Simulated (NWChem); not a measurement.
Basis-set convergence for H2GeS

```xyz
4

Ge    -0.5324    -0.5509     0.0000
H      0.6402    -1.6434     0.0000
S      1.0155     1.0724     0.0000
H      0.1493     2.1152     0.0000
```
Charge 0, spin multiplicity 1.

Everything below was run with NWChem. Structure: optimised with B3LYP/def2-SVP, a minimum by its harmonic frequencies. It is one conformer; others weren't searched.

Quantity: vertical ionisation energy at the level ΔHF (Δ: difference of total energies, the cation a doublet at the parent's geometry with its hole in an orbital of symmetry a' (Cs labels); it is the state that the SCF runs reached, from PBE0 orbitals for Hartree-Fock references, and need not be the lowest).

The Hamiltonian is non-relativistic. The Pople sets run with spherical d functions. The structure started from a generated list of species. The stability of the SCF solutions was not checked. Open-shell Hartree-Fock references start from PBE0 orbitals; any time given for them includes that run.

The cost column gives rough processor time relative to 3-21G; each entry includes its own SCF.

In def2-TZVPD the value is 8.47 eV. Among 3-21G, 6-31G*, cc-pVDZ, pcseg-1, aug-pcseg-1, def2-SVPD, def2-TZVP, cc-pVTZ, pcseg-2, which is the smallest basis within 0.1 eV of it?

6-31G*, with 54 functions against 118 and about 20 % of the time (also within reach: cc-pVDZ, aug-pcseg-1, def2-SVPD, def2-TZVP, cc-pVTZ, pcseg-2). def2-TZVPD isn't the basis-set limit itself, and a small set can land close by cancellation.

```json
[
 {"basis": "3-21G", "functions": "39", "vertical ionisation energy (eV)": "8.65", "relative cost": "1"},
 {"basis": "6-31G*", "functions": "54", "vertical ionisation energy (eV)": "8.56", "relative cost": "under 3"},
 {"basis": "cc-pVDZ", "functions": "55", "vertical ionisation energy (eV)": "8.51", "relative cost": "9"},
 {"basis": "pcseg-1", "functions": "55", "vertical ionisation energy (eV)": "8.61", "relative cost": "under 3"},
 {"basis": "aug-pcseg-1", "functions": "81", "vertical ionisation energy (eV)": "8.55", "relative cost": "4"},
 {"basis": "def2-SVPD", "functions": "81", "vertical ionisation energy (eV)": "8.52", "relative cost": "3"},
 {"basis": "def2-TZVP", "functions": "97", "vertical ionisation energy (eV)": "8.48", "relative cost": "6"},
 {"basis": "cc-pVTZ", "functions": "105", "vertical ionisation energy (eV)": "8.47", "relative cost": "20"},
 {"basis": "pcseg-2", "functions": "105", "vertical ionisation energy (eV)": "8.47", "relative cost": "9"},
 {"basis": "def2-TZVPD", "functions": "118", "vertical ionisation energy (eV)": "8.47", "relative cost": "10"}
]
```
